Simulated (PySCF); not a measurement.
C4H5Br, SMILES C=CC(=C)Br.

Coordinates come from a PBE0-D3(BJ)/def2-SVP optimisation. Other conformers were not sampled.

All values below come from PySCF with PBE0-D3(BJ)/def2-SVP.

Frequencies are harmonic and unscaled.

| mode | ν (cm⁻¹) | IR (km/mol) | moving atoms (share of kinetic energy) |
|---|---|---|---|
| 1 | 152 | 0.2 | C 57 %, H 42 % |
| 2 | 218 | 0.2 | C 59 %, Br 24 %, H 17 % |
| 3 | 353 | 0.6 | C 56 %, H 29 %, Br 15 % |
| 4 | 409 | 10.0 | C 53 %, H 46 % |
| 5 | 484 | 3.4 | C 62 %, H 28 %, Br 11 % |
| 6 | 586 | 14.1 | C 75 %, H 19 % |
| 7 | 654 | 0.0 | H 81 %, C 18 % |
| 8 | 764 | 0.6 | H 64 %, C 36 % |
| 9 | 902 | 4.1 | H 56 %, C 44 % |
| 10 | 909 | 41.4 | H 71 %, C 29 % |
| 11 | 952 | 39.1 | H 73 %, C 27 % |
| 12 | 1011 | 13.0 | H 88 %, C 12 % |
| 13 | 1019 | 6.4 | H 73 %, C 27 % |
| 14 | 1230 | 49.9 | C 69 %, H 30 % |
| 15 | 1299 | 0.2 | H 80 %, C 20 % |
| 16 | 1382 | 14.4 | H 86 %, C 14 % |
| 17 | 1426 | 1.6 | H 80 %, C 20 % |
| 18 | 1672 | 30.4 | C 88 %, H 12 % |
| 19 | 1736 | 5.0 | C 91 %, H 9 % |
| 20 | 3171 | 1.2 | H 94 % |
| 21 | 3177 | 1.6 | H 94 % |
| 22 | 3183 | 3.2 | H 92 % |
| 23 | 3284 | 1.2 | H 89 %, C 11 % |
| 24 | 3292 | 0.7 | H 89 %, C 11 % |
